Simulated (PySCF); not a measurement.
**Why did this PySCF run fail?**

```python
from pyscf import gto, scf

mol = gto.M(
    atom='In 0 0 0; Cl 0 0 2.124',
    basis='def2-svpd',
    ecp={'In': 'def2-svpd'},
    charge=0,
    spin=0,
    verbose=4,
)
mf = scf.RHF(mol)
mf.max_cycle = 1
mf.kernel()
mf.mulliken_pop()
mf.dip_moment()
print('orbital energies (hartree):', mf.mo_energy[..., max(0, mol.nelec[1]-3):mol.nelec[0]+3].round(4))
```

```bash
$ python input.py
```

The log, shortened:

```
[earlier lines left out]
diis_space = 8
diis_damp = 0
SCF conv_tol = 1e-09
SCF conv_tol_grad = None
SCF max_cycles = 1
direct_scf = True
direct_scf_tol = 1e-13
Set gradient conv threshold to 3.16228e-05
Initial guess from minao.
init E= -627.183543885643
cycle= 1 E= -648.310963711303  delta_E= -21.1  |g|= 1.18  |ddm|= 12.4
SCF not converged.
SCF energy = -648.310963711303
 ** Mulliken pop  **
pop of  0 In 4s           2.63924
pop of  0 In 5s          -0.62566
pop of  0 In 6s           1.95945
pop of  0 In 7s          -0.19615
pop of  0 In 8s          -0.00584
pop of  0 In 4px          1.08468
pop of  0 In 4py          1.08468
pop of  0 In 4pz          1.07138
pop of  0 In 5px          0.93284
pop of  0 In 5py          0.93284
pop of  0 In 5pz          0.95423
pop of  0 In 6px          0.10146
[47 lines left out]
 ** Mulliken atomic charges  **
charge of    0In =      0.42162
charge of    1Cl =     -0.42162
Dipole moment(X, Y, Z, Debye): -0.00000,  0.00000, -0.26699
orbital energies (hartree): [-0.8038 -0.8038 -0.7395 -0.4331 -0.4331 -0.2831]
```

Question: Which setting is at fault, why, and what does a mended input give?

Answer: The cycle limit (1): the limit is below the number of cycles that the SCF needs. With this edit
```diff
- mf.max_cycle = 1
```
the run finishes: E(SCF) = -648.625350 Eh, 10 cycles, μz(SCF) = -1.29 D.

Stability towards an unrestricted solution was not tested. The bond length is a typed value, not an optimised one.
